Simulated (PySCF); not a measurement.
Point groups of optimised structures. Method: PBE0/pcSseg-1 in PySCF (dipole) on a GFN2-xTB geometry, gas phase. The symmetry is that of the one conformer found, every atom within 0.08 Å of its image; none is proved a minimum here.

Q: `[F:1][SiH2:2][C:3]([F:4])([F:5])[F:6]`: symmetry, top, dipole?

A: Cs; near-prolate asymmetric top; symmetry number 1; 2 operations, which sort the 8 atoms into 6 sets; dipole 2.59 D, in the ab plane, which is the mirror; heavy atoms equivalent by symmetry: F4/F5.

Q: `[CH3:1][O:2]/[CH:3]=[CH:4]\[CH2:5]/[C:6]([CH3:7])=[CH:8]\[F:9]` with C1–O2–C3–C4 172°, C3–C4–C5–C6 107°, C4–C5–C6–C7 -63°: symmetry, top, dipole?

A: C1; near-prolate asymmetric top; symmetry number 1; this conformer is chiral (no improper operation); dipole 3.12 D; A, B, C = 3909, 694.0, 631.7 MHz.

Q: Point group, rotor type and polarity of `[CH3:1][S:2][c:3]1[cH:4][p:5][cH:6][c:7]([S:8][CH3:9])[n:10]1` with C1–S2–C3–C4 180°, C6–C7–S8–C9 180°, H–C1–S2–C3 60° (nearest H), H–C9–S8–C7 60° (nearest H)?

A: C2v; asymmetric top; symmetry number 2; 4 operations, which sort the 18 atoms into 9 sets; dipole 2.00 D, along b, the twofold axis; heavy atoms equivalent by symmetry: C1/C9, S2/S8, C3/C7, C4/C6.

Q: Point group, rotor type and polarity of `Fc1cccc(Cl)c1` (1-chloro-3-fluorobenzene)?

A: Cs; asymmetric top; symmetry number 1; 2 operations, which sort the 12 atoms into 12 sets; dipole 1.59 D, in the ab plane, which is the mirror.
